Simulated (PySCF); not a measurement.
C3H4N2, SMILES c1c[nH]cn1 (connectivity only; charge and spin as stated), charge +1, multiplicity 2.

Geometry optimised at PBE0-D3(BJ)/def2-SVP. The spin state was assumed, not searched.

These are PySCF with PBE/def2-TZVP values and carry that method's errors.

```
Quantity                                                            Value
------------------------------------------------  -----------------------
total energy                                           -225.71310 hartree
point group                                                            Cs
α spin, highest occupied and lowest empty level       -12.73 and -7.78 eV
β spin, highest occupied and lowest empty level      -12.70 and -11.75 eV
dipole moment about the centre of nuclear charge                   3.86 D
mean static polarisability                           39.1 bohr³ (5.79 Å³)
polarisability, principal values                   23.9, 44.5, 48.9 bohr³
⟨S²⟩                                              0.759 (pure state 0.75)
```
